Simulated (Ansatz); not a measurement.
Ansatz (a program for electronic structure) input:

Ansatz 0.2 input:
```yaml
crystal:
  periodic: [false, false, false]
  atoms:
    - {symbol: C, position_ang: [-2.84996104, 0.19299510, -0.15556279]}
    - {symbol: C, position_ang: [-2.31202533, -1.06390215, -0.06931098]}
    - {symbol: C, position_ang: [-0.91887456, -1.15432212, 0.00655019]}
    - {symbol: C, position_ang: [-0.16285823, 0.01102852, -0.00888948]}
    - {symbol: C, position_ang: [-0.74920217, 1.26728178, -0.09760079]}
    - {symbol: C, position_ang: [-2.14180592, 1.36550895, -0.17379775]}
    - {symbol: Br, position_ang: [1.74054738, -0.11786727, 0.09500635]}
    - {symbol: H, position_ang: [-2.91982747, -1.95938570, -0.05882816]}
    - {symbol: H, position_ang: [-0.43582816, -2.11906415, 0.07636111]}
    - {symbol: H, position_ang: [-0.13616497, 2.15779867, -0.10758288]}
    - {symbol: H, position_ang: [-2.61897400, 2.33446506, -0.24350278]}
basis:
  gaussian:
    orbitals: def2-TZVP
hamiltonian:
  xc: b3lyp
  dispersion: d3bj
magnetization: {spin_polarized: true, initial_magnetization: 1}
phonons: {temperatures: {t_min: 298.15, t_max: 298.15, t_step: 100}}
```

Task: What final total energy does it print?

Result: -2805.24944 Eh (B3LYP-D3(BJ)/def2-TZVP). The basis has 258 functions.

It need not be the lowest isomer of its formula.
